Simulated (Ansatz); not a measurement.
Reaction (hydrogenolysis of the Si–N bond): `N[SiH]([SiH3])[SiH3]` + H₂ → `[SiH3][SiH2][SiH3]` + NH₃

Computed with Ansatz on PBE0-D4/def2-TZVP structures; ΔE is electronic, products minus reactants. CCSD(T)/CBS adds triple-zeta CCSD(T) − MP2 to the extrapolated MP2 energy (def2 sets, frozen cores). This one scheme is used for every species. DFT in def2-TZVPP. HSE06 is defined as in plane-wave codes. Each species was taken in one conformer, which may not be the lowest.

```csv
level,ΔE (kcal/mol)
HSE06,0.6
CCSD/def2-TZVPP,1.2
```

Task: What does CCSD(T)/CBS give? (Estimate.)

Result: The calculation gave: +2.6 kcal/mol. The listed levels differ from it by -2.0, -1.4 kcal/mol.

Task: What do rigid-rotor, harmonic-oscillator terms from PBE0-D4/def2-TZVP frequencies (298.15 K, 1 bar) make of the CCSD(T)/CBS value? (An estimate is asked.)

Result: The calculation gave: ΔZPE = +3.9 kcal/mol, ΔH = +5.7 kcal/mol, ΔS = 20 J/(mol·K), ΔG = +4.2 kcal/mol.

Largest T1 diagnostic among the species: 0.013.

At CCSD(T), def2-SVP lies −3.6 kcal/mol from the extrapolated value and def2-TZVPP −0.7 kcal/mol. The D4 term adds +2.2 kcal/mol with B3LYP and +1.2 kcal/mol with PBE0; it sums over pairs of atoms, weighted by their polarisabilities, and B3LYP, whose exchange is more repulsive, gets the larger term. Leaving LDA and LC-ωPBE aside and taking each functional with its dispersion term where it has one, the values, not all of them listed here, spread over 2.1 kcal/mol, from B97M-V to BLYP-D4. LDA lies +1.9 kcal/mol from PBE without D4.

B3LYP here is the variant with VWN-RPA as its local correlation; programs differ in this.
